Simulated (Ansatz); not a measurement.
These are frozen-core CCSD(T)/def2-TZVPP // B3LYP-D3(BJ)/def2-TZVP (Ansatz, a quantum-chemistry and plane-wave program) values and carry that method's errors.

Ansatz 0.2 input:
```yaml
crystal:
  periodic: [false, false, false]
  atoms:
    - { symbol: C, position_ang: [1.942893, -0.288217, -0.487232] }
    - { symbol: C, position_ang: [0.60827, -0.826858, 0.024392] }
    - { symbol: C, position_ang: [-0.572676, -0.022704, -0.462876] }
    - { symbol: C, position_ang: [-1.853559, 0.004068, 0.320011] }
    - { symbol: C, position_ang: [-0.978083, 1.229601, 0.263569] }
    - { symbol: H, position_ang: [2.094479, 0.744525, -0.166318] }
    - { symbol: H, position_ang: [1.978018, -0.303156, -1.579115] }
    - { symbol: H, position_ang: [2.780795, -0.883293, -0.118986] }
    - { symbol: H, position_ang: [0.489651, -1.870999, -0.282833] }
    - { symbol: H, position_ang: [0.607654, -0.828735, 1.119181] }
    - { symbol: H, position_ang: [-0.678449, 0.006062, -1.542628] }
    - { symbol: H, position_ang: [-2.790829, 0.019861, -0.219693] }
    - { symbol: H, position_ang: [-1.884746, -0.550792, 1.249116] }
    - { symbol: H, position_ang: [-0.421419, 1.492163, 1.15448] }
    - { symbol: H, position_ang: [-1.322002, 2.078471, -0.311728] }
basis:
  gaussian: { orbitals: def2-TZVPP }
correlation:
  method: ccsd_t
```

Output:

```
Functional definition: HF
1705 factors; integrals over basis functions are off by at most 1.1e-3 eV
mean field evaluation 1: about -5307.2632 eV, gradient 4.0e1 eV
mean field evaluation 2: about -5307.4899 eV, gradient 3.9e1 eV
mean field evaluation 4: about -5311.7133 eV, gradient 4.3e0 eV
mean field evaluation 8: about -5311.7729 eV, gradient 2.1e-1 eV
mean field evaluation 16: about -5307.2619 eV, gradient 4.0e1 eV
mean field -5311.77308675 eV, -195.2040604889 hartree, gradient 1.4e-6 eV, S^2 0.000000; 0 other end points of the search recorded, 0 dependent functions left out
5 core orbitals not correlated
reference -5311.77308675 eV, -195.2040604889 hartree; 15, 15 occupied and 275, 275 virtual orbitals, 1705 factors
second order -23.52960886 eV of doubles, -0.00000000 eV of singles
cycle   1  -24.26018448 eV  change   -7.3e-1 eV  update   8.9e-2
cycle   2  -24.82492837 eV  change   -5.6e-1 eV  update   2.5e-2
cycle   3  -24.90000466 eV  change   -7.5e-2 eV  update   8.8e-3
cycle   4  -24.89883722 eV  change    1.2e-3 eV  update   2.0e-3
cycle   5  -24.89971290 eV  change   -8.8e-4 eV  update   6.2e-4
cycle   6  -24.89989258 eV  change   -1.8e-4 eV  update   1.5e-4
cycle   7  -24.89986805 eV  change    2.5e-5 eV  update   4.2e-5
cycle   8  -24.89987628 eV  change   -8.2e-6 eV  update   1.3e-5
perturbative correction -1.01090237 eV, -0.0371499770 hartree
Total energy: -5337.68386540 eV, -196.1562640414 hartree
```

Cost: about 5 core-minutes (a rough figure).
